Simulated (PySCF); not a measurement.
C₃H₄N₂, SMILES [nH]1cncc1. Geometry: PBE0-D3(BJ)/def2-SVP.

Level of theory: PBE0-D3(BJ)/def2-SVP (PySCF 2.14.0).

Harmonic wavenumbers (cm⁻¹): 579, 658, 694, 748, 831, 893, 911, 950, 1085, 1108, 1153, 1220, 1285, 1416, 1476, 1541, 1592, 3263, 3266, 3301, 3693. Rotational constants (GHz): 9.811, 9.429, 4.808; symmetry number 1.

### Question
Work out the zero-point energy and the ideal-gas rigid-rotor harmonic-oscillator thermochemistry at 298.15 K and 1 atm.

### Answer
ZPE = ½ Σ hcν = ½ × 31664 cm⁻¹ = 45.27 kcal/mol. H − E(el) = 48.17 kcal/mol. Entropy in cal/(mol K): translation 38.57, rotation 24.09, vibration 2.28, total 64.95. G − E(el) = 28.81 kcal/mol. Cp = 15.00 cal/(mol K).
